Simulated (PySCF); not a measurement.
Run record: EPR job, `C/C(=C\Cl)[SiH]C#N` [radical].

Computed with UKS B3LYP, pcH-1 on C Cl H N Si, non-relativistic, mean-field spin-orbit, GIAO (PySCF 2.14.0). Geometry: GFN2-xTB. A driver script takes a list of jobs; this job's settings line and coordinates (Å) are shown.

Command:
```bash
OMP_NUM_THREADS=1 python probes_run.py task.json out
```

Input:
```
{"job": {"kind": "epr", "basis": "pcH-1"}, "charge": 0, "multiplicity": 2}
C     -0.583798    -1.248290    -0.015772
C     -0.420567     0.242369    -0.112839
C     -1.459676     1.035126    -0.420986
Cl    -3.040682     0.421067    -0.724262
Si     1.236468     0.986395     0.194898
C      2.589639    -0.168200     0.583713
N      3.451096    -0.896658     0.833551
H     -0.885668    -1.652967    -0.981462
H     -1.366320    -1.492587     0.701842
H      0.339048    -1.733946     0.291059
H     -1.395595     2.107988    -0.503589
H      1.537254     2.399018     0.127820
```

What does the run print?

```
UKS, coarse grid
  cycle   1  E = -959.75592200  |g| = 3.90e-01
  cycle   2  E = -959.54654457  |g| = 7.52e-01
  cycle   3  E = -959.82021802  |g| = 1.75e-01
  cycle   4  E = -959.83182699  |g| = 6.02e-02
  cycle   5  E = -959.83336482  |g| = 2.23e-02
  cycle   6  E = -959.83362892  |g| = 7.01e-03
  cycle   7  E = -959.83367144  |g| = 2.77e-03
  cycle   8  E = -959.83368244  |g| = 1.94e-03
  cycle   9  E = -959.83368713  |g| = 7.94e-04
UKS, final grid
  cycle   1  E = -959.83366743  |g| = 1.07e-03
  cycle   2  E = -959.83366653  |g| = 1.82e-03
  cycle   3  E = -959.83366827  |g| = 2.79e-04
  cycle   4  E = -959.83366832  |g| = 1.97e-04
  cycle   5  E = -959.83366838  |g| = 1.12e-04
  cycle   6  E = -959.83366840  |g| = 3.88e-05
  cycle   7  E = -959.83366840  |g| = 9.31e-06
E = -959.83366840 Eh   <S^2> = 0.7665 (exact 0.7500)
g shifts (ppm)      1          2          3
  rmc          -156       -156       -156
  gc             -1         35         41
  oz_so        -184       1746       3342
  total        -341       1625       3226
hyperfine (MHz)  atom isotope    a_iso     a_fc   dipolar eigenvalues
    0   13C       3.49       3.49     -0.63      0.10      0.53
    1   13C     -30.40     -30.43    -16.37      6.26     10.12
    2   13C      29.34      29.14    -25.04    -23.47     48.50
    3  35Cl       1.97       2.05    -10.78     -6.46     17.24
    4  29Si    -138.89    -140.20   -166.81     82.91     83.90
    5   13C     -35.21     -35.22     -8.58     -0.01      8.60
    6   14N       4.44       4.50     -9.10     -6.79     15.89
    7    1H     -12.39     -12.39     -1.33     -0.06      1.39
    8    1H     -11.16     -11.16     -1.29     -0.09      1.38
    9    1H      -1.64      -1.64     -1.51     -1.35      2.86
   10    1H     -19.21     -19.26     -8.26     -1.81     10.07
   11    1H     -48.37     -48.38    -10.41      3.84      6.57
```

rmc, gc and oz_so are the mass-correction, gauge-correction and orbital-Zeeman/spin–orbit parts of the g shift along its three principal axes; a_iso is the isotropic hyperfine coupling and a_fc its Fermi-contact part. Atoms in this output count from 0.

Get g_iso from the total shifts.

Their mean is 1503 ppm; added to g_e = 2.002319 it gives 2.00382.

Main results: ⟨S²⟩ 0.767; g_iso 2.0038.

Geometry: GFN2-xTB, one conformer, isolated molecule.

Estimate the wall time. Hardware: Arm Neoverse V2, one thread, no GPU (shared host). And the peak memory of the process?

About 70 s (density and orbital grids were written too), with 0.92 GiB resident at the peak, the Python interpreter and its libraries included.
Labels such as C1 count atoms from 1, the log's own numbers from 0.
